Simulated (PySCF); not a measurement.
Job file and geometry (Å, from GFN2-xTB) of a spin–spin coupling run on SMILES BCC(=C)[CH2][GeH3], C4H11BGe, PySCF 2.14.0, density-fitted response routines, B3LYP/pcJ-1 Ge:pcSseg-1 indirect spin-spin coupling, non-relativistic, gas phase; density fitting, a coarse starting grid and PySCF grid level 2 are the driver's defaults:

```
$ OMP_NUM_THREADS=1 python probes_run.py task.json out

{"job": {"kind": "j", "xc": "B3LYP", "basis": "pcJ-1"}, "charge": 0, "multiplicity": 1}
B      2.350772    -0.418690     0.661393
C      0.841046    -0.846173     0.727250
C      0.016200    -0.560368    -0.491817
C     -0.399787    -1.513749    -1.312462
C     -0.315695     0.879260    -0.716233
Ge    -1.767324     1.505645     0.474964
H      3.035173    -0.634380     1.584938
H      2.802533     0.095630    -0.286244
H      0.791785    -1.913692     0.963934
H      0.380619    -0.340841     1.586894
H     -0.168602    -2.552371    -1.142749
H     -0.978461    -1.293256    -2.194429
H      0.566467     1.497632    -0.536998
H     -0.635102     1.039903    -1.747294
H     -1.365830     1.537927     1.918770
H     -2.974183     0.629158     0.378023
H     -2.186609     2.900396     0.122149
```

Q: What does the program print?

A: 
```
coarse grid: 60512 points
cycle   1  E = -2260.5999363839  dE = -3.201e-01  |g| = 1.002e+00  |ddm| = 3.385e+00
cycle   2  E = -2260.5512959027  dE =  4.864e-02  |g| = 1.075e+00  |ddm| = 1.215e+00
cycle   3  E = -2260.6975759382  dE = -1.463e-01  |g| = 9.912e-02  |ddm| = 8.217e-01
cycle   4  E = -2260.6994380842  dE = -1.862e-03  |g| = 3.360e-02  |ddm| = 1.272e-01
cycle   5  E = -2260.6997261493  dE = -2.881e-04  |g| = 8.360e-03  |ddm| = 3.693e-02
cycle   6  E = -2260.6997407038  dE = -1.455e-05  |g| = 3.210e-03  |ddm| = 9.924e-03
cycle   7  E = -2260.6997432283  dE = -2.524e-06  |g| = 9.734e-04  |ddm| = 3.429e-03
final grid: 128176 points
cycle   8  E = -2260.6996993728  dE =  3.464e-07  |g| = 1.621e-03  |ddm| = 3.025e-03
cycle   9  E = -2260.6996977691  dE =  1.604e-06  |g| = 3.011e-03  |ddm| = 3.609e-03
cycle  10  E = -2260.6997000087  dE = -2.240e-06  |g| = 1.994e-04  |ddm| = 2.408e-03
cycle  11  E = -2260.6997000178  dE = -9.152e-09  |g| = 2.463e-05  |ddm| = 1.845e-04
cycle  12  E = -2260.6997000179  dE = -1.069e-10  |g| = 3.384e-06  |ddm| = 2.515e-05
converged SCF energy = -2260.6997000179

Indirect spin-spin couplings (Hz)
  i      j    bonds     total        FC       PSO       DSO        SD
  0 B    1 C    1     47.363    49.700    -2.752     0.186     0.229
  0 B    2 C    2     -3.435    -3.224    -0.138     0.035    -0.109
  0 B    3 C    3      2.765     2.651     0.092    -0.053     0.075
  0 B    4 C    3      1.104     1.100    -0.016     0.037    -0.017
  0 B    6 H    1    131.088   132.076    -1.936     0.380     0.568
  0 B    7 H    1    133.462   134.453    -2.010     0.435     0.585
  0 B    8 H    2     -4.544    -4.475     0.002    -0.242     0.172
  0 B    9 H    2     -5.902    -5.918    -0.022    -0.170     0.207
  0 B   10 H    4     -1.547    -1.554     0.136    -0.124    -0.005
  0 B   11 H    4     -1.524    -1.497     0.317    -0.352     0.009
  0 B   12 H    4     -0.585    -0.584    -0.381     0.418    -0.038
  0 B   13 H    4     -0.457    -0.423     0.224    -0.240    -0.018
  0 B   14 H    5      0.158     0.048     0.041     0.069     0.001
  0 B   16 H    5     -0.416    -0.185     0.163    -0.393    -0.002
  1 C    2 C    1     41.755    42.925    -1.439     0.269         -
  1 C    3 C    2      3.345     3.630    -0.262    -0.023         -
  1 C    4 C    2      5.869     6.032    -0.219     0.056         -
  1 C    6 H    2      5.054     5.490    -0.337    -0.099         -
  1 C    7 H    2      3.889     4.318    -0.331    -0.098         -
  1 C    8 H    1    121.525   119.259     1.382     0.884         -
  1 C    9 H    1    119.311   116.860     1.483     0.969         -
  1 C   10 H    3      6.896     6.971    -0.127     0.052         -
  1 C   11 H    3     10.509    10.565     0.393    -0.449         -
  1 C   12 H    3      3.126     3.032    -0.127     0.221         -
  1 C   13 H    3      7.557     7.546     0.364    -0.354         -
  1 C   14 H    4      0.820     0.711    -0.109     0.218         -
  1 C   15 H    4     -0.175    -0.075     0.068    -0.168         -
  2 C    3 C    1     80.553    89.869    -9.540     0.223         -
  2 C    4 C    1     41.493    42.976    -1.808     0.325         -
  2 C    6 H    3      7.939     7.927     0.227    -0.215         -
  2 C    7 H    3      5.337     5.195    -0.068     0.210         -
  2 C    8 H    2     -3.175    -2.919    -0.282     0.026         -
  2 C    9 H    2     -6.583    -6.655    -0.068     0.139         -
  2 C   10 H    2      0.038     1.843    -1.456    -0.348         -
  2 C   11 H    2     -0.851     0.929    -1.450    -0.331         -
  2 C   12 H    2     -6.492    -6.552    -0.090     0.150         -
  2 C   13 H    2     -4.478    -4.253    -0.331     0.106         -
  2 C   14 H    3     -0.425    -0.298    -0.019    -0.108         -
  2 C   15 H    3      0.719     0.708    -0.022     0.033         -
  2 C   16 H    3      5.193     5.706     0.194    -0.706         -
  3 C    4 C    2      4.028     4.187    -0.170     0.010         -
  3 C    6 H    4      0.202     0.207     0.227    -0.232         -
  3 C    7 H    4     -0.201    -0.230     0.105    -0.076         -
  3 C    8 H    3      5.238     5.514    -0.361     0.086         -
  3 C    9 H    3      6.096     6.152     0.300    -0.355         -
  3 C   10 H    1    161.880   160.512     0.669     0.700         -
  3 C   11 H    1    161.884   160.511     0.655     0.717         -
  3 C   12 H    3      7.163     7.200     0.331    -0.368         -
  3 C   13 H    3      6.065     6.269    -0.351     0.147         -
  3 C   16 H    4      0.277     0.579     0.189    -0.490         -
  4 C    7 H    4      0.541     0.417    -0.090     0.214         -
  4 C    8 H    3      8.327     8.263     0.376    -0.312         -
  4 C    9 H    3      4.086     3.921    -0.111     0.277         -
  4 C   10 H    3     12.090    12.073     0.397    -0.380         -
  4 C   11 H    3      7.769     7.735    -0.148     0.182         -
  4 C   12 H    1    136.772   134.335     1.158     1.279         -
  4 C   13 H    1    138.006   135.693     1.055     1.258         -
  4 C   14 H    2      4.980     5.532     0.097    -0.648         -
  4 C   15 H    2      5.801     6.326     0.089    -0.614         -
  4 C   16 H    2      7.245     7.772     0.067    -0.594         -
  6 H    7 H    2      5.534     5.734     1.892    -2.092         -
  6 H    8 H    3      1.753     1.752     0.356    -0.355         -
  6 H    9 H    3      1.566     1.456     0.355    -0.245         -
  6 H   11 H    5      0.229     0.278     1.045    -1.094         -
  6 H   13 H    5      0.172     0.169     1.017    -1.015         -
  6 H   14 H    6      0.299    -0.013     0.100     0.212         -
  6 H   15 H    6     -0.362     0.061     0.564    -0.987         -
  6 H   16 H    6     -0.603    -0.060     0.505    -1.048         -
  7 H    8 H    3      2.103     2.155     1.549    -1.602         -
  7 H    9 H    3      1.730     1.682     1.479    -1.432         -
  7 H   12 H    5      0.198    -0.196    -1.518     1.912         -
  7 H   15 H    6     -0.468     0.115     0.641    -1.224         -
  7 H   16 H    6     -0.451     0.045     0.384    -0.880         -
  8 H    9 H    2    -20.719   -21.210     2.076    -1.585         -
  8 H   10 H    4     -0.375    -0.481    -1.612     1.719         -
  8 H   12 H    4      1.141     0.992     1.593    -1.444         -
  8 H   13 H    4      2.368     2.314     1.690    -1.636         -
  8 H   16 H    5     -1.087     0.045     0.954    -2.086         -
  9 H   10 H    4     -1.932    -1.952     1.159    -1.138         -
  9 H   11 H    4     -1.544    -1.534     1.606    -1.616         -
  9 H   12 H    4     -0.368    -0.742    -0.389     0.763         -
  9 H   13 H    4      0.274     0.258     1.574    -1.558         -
  9 H   14 H    5      0.800    -0.577    -1.876     3.253         -
  9 H   15 H    5     -0.548     0.076    -0.188    -0.435         -
  9 H   16 H    5     -2.359    -0.378     0.490    -2.471         -
 10 H   11 H    2      0.307    -0.140     3.692    -3.244         -
 10 H   12 H    4     -0.363    -0.400     1.642    -1.606         -
 10 H   14 H    5     -0.460    -0.116     0.697    -1.042         -
 10 H   15 H    5      0.240     0.045     0.421    -0.225         -
 10 H   16 H    5     -0.974    -0.086     0.929    -1.817         -
 11 H   12 H    4     -1.362    -1.440     1.255    -1.177         -
 11 H   13 H    4     -0.315    -0.722    -1.632     2.039         -
 11 H   14 H    5     -1.000    -0.068     0.786    -1.718         -
 11 H   15 H    5      0.462     0.082    -0.278     0.658         -
 11 H   16 H    5     -1.216    -0.384     0.420    -1.252         -
 12 H   13 H    2    -12.340   -13.463     2.343    -1.221         -
 12 H   14 H    3      0.448     1.038     0.131    -0.721         -
 12 H   15 H    3      7.289     9.744     1.634    -4.088         -
 12 H   16 H    3     -1.002    -0.307     0.261    -0.957         -
 13 H   14 H    3      8.060    10.568     1.615    -4.123         -
 13 H   15 H    3     -0.604     0.197     0.348    -1.150         -
 13 H   16 H    3      0.566     1.010     0.066    -0.510         -
 14 H   15 H    2      5.476     8.692     1.074    -4.290         -
 14 H   16 H    2      3.387     6.503     1.092    -4.208         -
 15 H   16 H    2      5.427     8.772     1.171    -4.516         -
```

Size and cost of the density-fitted run: 286 basis functions, 3.2 min wall time on 1 thread of an Arm Neoverse N1, shared host; peak memory 1.2 GiB.
